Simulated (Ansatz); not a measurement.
`[CH3][Al]([Cl])[Br]` + `C=C(F)SC` → `C[S][Al]([CH3])[Cl]` + `C=C(F)Br`  (formal exchange of groups at the Al–Br bond)

Computed with Ansatz on PBE0-D4/def2-TZVP structures; ΔE is electronic, products minus reactants. CCSD(T)/CBS adds triple-zeta CCSD(T) − MP2 to the extrapolated MP2 energy (def2 sets, frozen cores). For Br outer-core shells are correlated without core-valence functions, which leaves a few kJ/mol of doubt a bond. Scalar relativity is left out up to krypton. Each species was taken in one conformer, which may not be the lowest.

`[CH3][Al]([Cl])[Br]`:

```xyz
7

C    -0.287   -0.465   -0.821
Al    0.270    0.430    0.794
Cl    0.209   -0.545    2.643
Br    1.013    2.553    0.801
H    -0.195    0.181   -1.696
H     0.317   -1.363   -0.985
H    -1.328   -0.791   -0.736
```

`C=C(F)SC`:

Z-matrix (Å, degrees):
```
C
S 1 1.803
H 1 1.088 2 110.8
H 1 1.090 2 106.0 3 -118.2
H 1 1.090 2 111.0 3 123.2
C 2 1.742 1 100.6 3 -58.4
F 6 1.343 2 114.5 1 48.5
C 6 1.324 2 125.2 1 -135.9
H 8 1.080 6 119.9 2 8.0
H 8 1.082 6 120.4 2 -171.0
```

`C[S][Al]([CH3])[Cl]`:

```xyz
11

C     0.055   -1.980   -1.526
S    -0.423   -0.225   -1.435
Al    0.084    0.387    0.579
C    -0.227    2.193    1.196
Cl    0.933   -1.052    1.865
H     0.812   -2.093   -2.300
H     0.451   -2.338   -0.577
H    -0.826   -2.562   -1.793
H     0.710    2.660    1.515
H    -0.897    2.196    2.061
H    -0.672    2.815    0.416
```

`C=C(F)Br`:

Z-matrix (Å, degrees):
```
C
C 1 1.317
H 1 1.082 2 119.4
H 1 1.078 2 120.6 3 -180.0
F 2 1.324 1 122.8 3 0.0
Br 2 1.873 1 125.2 3 -180.0
```

```tsv
species	CCSD(T)/CBS(def2) energy (Eh)
`[CH3][Al]([Cl])[Br]`	-3315.12533
`C=C(F)SC`	-614.69893
`C[S][Al]([CH3])[Cl]`	-1179.41428
`C=C(F)Br`	-2750.37777
```

**Question.** Work out ΔE.

**Answer.** ΔE = (-1179.41428) + (-2750.37777) − (-3315.12533) − (-614.69893) = 0.03221 Eh = +84.6 kJ/mol.

Largest T1 diagnostic among the species: 0.012.

From r2SCAN to r2SCAN0 (25 % exact exchange), in def2-TZVPP and without D4, ΔE moves by +3.4 kJ/mol. In def2-TZVPP, CCSD(T) changes the Hartree–Fock value by −16.6 kJ/mol (the triples alone add −2.3 kJ/mol) and MP2 by −14.7 kJ/mol. Leaving LDA and LC-ωPBE aside and taking each functional with its dispersion term where it has one, the values, not all of them listed here, spread over 12.2 kJ/mol, from PBE-D4 to BHLYP-D4.
